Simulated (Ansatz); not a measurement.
NbOCl3 (NbCl3O). Total charge 0; singlet. Geometry PBE-D4/def2-SVP, basis def2-TZVP, Ansatz.

| run | HOMO (eV) | LUMO (eV) |
| --- | --- | --- |
| A | -9.84 | -3.48 |
| B | -8.56 | -4.38 |
| C | -13.16 | -0.06 |
| D | -12.63 | -1.38 |
| E | -8.32 | -4.07 |
| F | -12.07 | -1.43 |

In the def2 sets Nb takes a core potential; there is no spin–orbit coupling. LC-ωPBE has ω = 0.4 bohr⁻¹.

The runs used HF, LC-ωPBE, LDA (SPW92), PBE0, revPBE, ωB97M-V. Estimate which is which.

A PBE0 (25 % exact exchange); B LDA (SPW92) (0 % exact exchange); C HF (100 % exact exchange); D LC-ωPBE (range-separated); E revPBE (0 % exact exchange); F ωB97M-V (range-separated). Exact exchange lowers occupied and raises empty levels; among semilocal functionals meta-GGAs tend to open the gap a little, and such runs are hard to tell apart. The gap grows from 4.18 eV (LDA (SPW92)) to 13.11 eV (HF).
